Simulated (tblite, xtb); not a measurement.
C$_{3}$H$_{11}$AlN (SMILES C[N](C)(C)->[AlH2]), doublet, geometry from GFN2-xTB (such geometries of metal compounds can be far from the true shape) (the spin is typed, not shown lowest). Base run: GFN1-xTB (xtb).

Geometry (Å):
```xyz
16

Al     0.1048     0.6108     1.6559
H     -0.6631     1.9354     1.1769
H      1.6790     0.8293     1.4366
C     -1.4456    -0.3974    -0.6386
N     -0.0420    -0.1698    -0.3449
C      0.7056    -1.4134    -0.4000
C      0.5159     0.7918    -1.2801
H     -1.5957    -0.7731    -1.6568
H     -1.9851     0.5413    -0.5159
H     -1.8507    -1.1180     0.0728
H      1.7352    -1.2158    -0.1033
H      0.6940    -1.8546    -1.4028
H      0.2776    -2.1232     0.3088
H      0.4612     0.4331    -2.3137
H     -0.0308     1.7282    -1.1891
H      1.5540     0.9797    -1.0133
```
Charge 0, spin multiplicity 2.
All else is at xtb's defaults.
Base energy -16.68688 Eh.

Programs used: tblite, xtb; a row that names a program was run with it.

The base run was repeated with changes; each row names its change, and settings that it needs were set with it.

```tsv
change	ΔE vs base (kJ/mol)	dipole (D)	G_solv (kcal/mol)	SCF cycles
base	0.00	5.20	-	9
etemp = 1000	0.00	5.20	-	9
acc = 1000	0.00	5.20	-	6
program = tblite; method = gfn1	0.00	-	-	-
program = tblite; method = gfn1; option = --grad	0.00	-	-	-
alpb = ether	-23.36	5.44	-5.81	9
program = tblite; method = gfn1; option = --spin-polarized	-12.52	-	-	-
alpb = toluene	-25.72	5.39	-6.27	9
alpb = water	-30.3	5.58	-7.77	9
etemp = 3000	-0.27	5.19	-	9
```

ALPB and GBSA are two models with their own fitted parameters for each solvent, which aren't always the measured dielectric constant.
